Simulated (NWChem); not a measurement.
C$_{2}$H$_{2}$F, doublet; SMILES [C](=C)F

```xyz
5

C      0.1358     1.1980     0.0000
C     -0.4234     0.0046     0.0000
F      0.1094    -1.1792     0.0000
H      1.2276     1.3044     0.0000
H     -0.4876     2.0927     0.0000
```
Atoms are numbered in this order, from 1.

In the optimisation the excess spin sits in a' (Cs, its own frame). The geometry was optimised at PBE0/def2-SVP, spin-unrestricted. No stability test was run on the SCF state.

Symmetry labels are those of Cs in the frame above (b1 and b2, or b-type labels, depend on it). States above −ε(HOMO) = 6.1 eV lie in this functional's continuum and hang on the basis.

List the 6 lowest vertical excitations from PBE/6-31+G* (spherical d), spin-unrestricted, TDA (NWChem).


| state | energy (eV) | oscillator strength | symmetry of the excitation | <S²> |
|---|---|---|---|---|
| state 1 | 2.65 | 0.003 | a" | 0.76 |
| state 2 | 4.92 | 0.000 | a' | 2.73 |
| state 3 | 5.32 | 0.006 | a" | 0.76 |
| state 4 | 6.19 | 0.010 | a' | 0.78 |
| state 5 | 6.64 | 0.000 | a" | 2.71 |
| state 6 | 6.64 | 0.032 | a' | 0.78 |
